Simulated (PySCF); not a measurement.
**Bond length, frequency and bond energy of TeAs by level of theory**

State: ²Π (doublet), unpaired electrons π ↑. Set-up: Te cc-pVDZ-PP with ECP28, As cc-pVDZ-PP with ECP10; scalar-relativistic core potentials (PySCF 2.14). De refers to Te + As in their high-spin ground configurations, without counterpoise correction. The functionals are run spin-unrestricted. A positive dipole means Te(−)As(+). Levels whose curve was spin-contaminated or gave no clean fit are not listed.

```json
{"Level": "LDA", "Re (Å)": "2.355", "ωe (cm⁻¹)": "329", "De (eV)": "4.09", "μ (D)": "0.05", "CPU s a point (SCF and correlation, without the integrals)": "0.92"}
{"Level": "PBE", "Re (Å)": "2.382", "ωe (cm⁻¹)": "317", "De (eV)": "3.25", "μ (D)": "0.11", "CPU s a point (SCF and correlation, without the integrals)": "1.3"}
{"Level": "r²SCAN", "Re (Å)": "2.359", "ωe (cm⁻¹)": "324", "De (eV)": "2.86", "μ (D)": "0.14", "CPU s a point (SCF and correlation, without the integrals)": "1.8"}
{"Level": "B3LYP", "Re (Å)": "2.373", "ωe (cm⁻¹)": "323", "De (eV)": "2.92", "μ (D)": "0.23", "CPU s a point (SCF and correlation, without the integrals)": "0.85"}
{"Level": "PBE0", "Re (Å)": "2.350", "ωe (cm⁻¹)": "328", "De (eV)": "2.77", "μ (D)": "0.23", "CPU s a point (SCF and correlation, without the integrals)": "1.1"}
```

The bond length runs from 2.350 Å (PBE0) to 2.382 Å (PBE). De spans 2.77 eV (PBE0, global hybrid GGA) to 4.09 eV (LDA, local density).

Spin–orbit coupling is left out, which matters for elements this heavy, above all for dissociation energies. Counting both spins, an empty level lies below a filled one in some of these solutions, because spin and occupation are held. The state is the lowest determinant that a PBE0 search found; another state may lie lower at other levels.

The whole job (state search and all levels along the bond) took about 2.9 min on 1 thread of Arm Neoverse V1 (shared host), peak memory 0.52 GiB.
